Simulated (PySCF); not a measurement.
AlCl2GeH3. Atoms are numbered in the order given.

```xyz
7

Al     0.3895    -0.3328     0.3302
Cl     2.3977    -0.6462    -0.2519
Cl    -0.2374    -1.2787     2.1144
Ge    -1.1633     1.0333    -1.0017
H     -2.0318     1.9339    -0.0846
H     -0.4053     1.9342    -2.0104
H     -2.1255     0.1156    -1.8042
```
Charge 0, spin multiplicity 1.

Coordinates come from a PBE-D3(BJ)/def2-SVP optimisation. The structure was generated by enumeration; whether it is a known compound was not checked.

All values below come from PBE-D3(BJ)/def2-SVP (PySCF).

Frequencies are harmonic and unscaled.

A small imaginary wavenumber (i) marks a very flat motion, where grid noise or a shallow saddle decides the sign.

```
mode  ν (cm⁻¹)  IR (km/mol)  moving atoms (share of kinetic energy)
----  --------  -----------  --------------------------------------
1          20i          0.0                                  H 96 %
2           81          1.6               Cl 60 %, Al 16 %, Ge 16 %
3          124          8.8                        Cl 70 %, Ge 26 %
4          148         16.5                Al 74 %, Cl 15 %, H 10 %
5          261          0.0               Cl 56 %, Ge 26 %, Al 17 %
6          404          0.9                          H 87 %, Al 8 %
7          411          9.0                                  H 90 %
8          517        113.8                        Al 65 %, Cl 32 %
9          588        108.9                        Al 66 %, Cl 31 %
10         751        166.4                                  H 97 %
11         850         25.6                                  H 99 %
12         851         29.3                                  H 99 %
13        2067         56.4                                  H 99 %
14        2082         78.0                                  H 99 %
15        2091         87.4                                  H 98 %
```
